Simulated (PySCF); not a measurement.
Species: C₆H₁₀N (doublet state).
Geometry (GFN2-xTB, Å), atoms numbered from 1 in this order:
```xyz
17
C6H10N angstrom
C      3.1589   -0.3890   -0.2143
C      1.8100    0.2291   -0.2046
N      0.7488   -0.5207   -0.3078
C     -0.4788   -0.1814   -0.0932
C     -1.7529   -0.8973   -0.4069
C     -2.5167    0.2542    0.2771
C     -1.1841    0.9570    0.5979
H      3.0696   -1.4700   -0.2739
H      3.7429   -0.0284   -1.0634
H      3.7081   -0.1230    0.6911
H      1.7490    1.3179   -0.1632
H     -1.8532   -1.8695    0.0781
H     -1.9563   -1.0296   -1.4709
H     -3.0852   -0.0452    1.1546
H     -3.1659    0.8156   -0.3911
H     -0.9567    1.0629    1.6598
H     -1.0447    1.9293    0.1211
```

The hyperfine couplings belong to this conformer and change with its torsions.

Identity: `C[CH]N=C1CCC1` [radical].

Computed, not measured: UKS B3LYP, pcH-1 on C H N, non-relativistic, mean-field spin-orbit, GIAO in PySCF. Geometry: GFN2-xTB, one conformer, isolated molecule. A GFN2-xTB geometry isn't a minimum of the functional, and hyperfine couplings can be far from their values at a DFT geometry. The frame is twisted about the C2–N3 bond at this geometry (dihedral H11–C2–N3–C4 = -16°); couplings at other torsion angles weren't computed. Stability of the SCF solution: not tested.

The largest Mulliken spin populations are on C2 (+0.60), C4 (+0.54) and N3 (-0.14). The angles at C2 add up to 359.9°, so it is planar; its axial dipolar tensor and the negative coupling of its proton fit spin in a p orbital normal to that plane.

Q: List the C–H protons on four-coordinate carbons next to a three-coordinate spin centre, with their couplings and θ (C–H bond against the normal to the plane of the centre's neighbours, projected along the bond that joins the two).

A: 
```
β H  on  centre  θ (°)  cos²θ   a (G)
 H8  C1      C2     89   0.00   +0.64
 H9  C1      C2     30   0.75  +26.53
H10  C1      C2     31   0.73  +22.15
H12  C5      C4     27   0.79  +25.07
H13  C5      C4     27   0.79  +21.71
H16  C7      C4     27   0.79  +17.50
H17  C7      C4     26   0.80  +23.80
```

Fitting the Heller–McConnell form a = ρ(B0 + B2 cos²θ), with Mulliken ρ = 0.60 and 0.54, gives B0 = 1.1 G and B2 = 51.2 G, with a largest miss of 4.9 G.

Q: What would the freely rotating methyl group on C1 show?

A: Three equal couplings, a 1:3:3:1 quartet. The mean of the three values of this geometry estimates the splitting: 16.4 G, or 46.1 MHz (three bonds 120° apart have a mean cos²θ of 1/2 at any torsion).

Couplings in gauss use g_iso = 2.0024.

Time: 93 s (with the writing of density and orbital grids); peak memory 0.97 GiB. Hardware: Arm Neoverse N1, one thread, shared host.
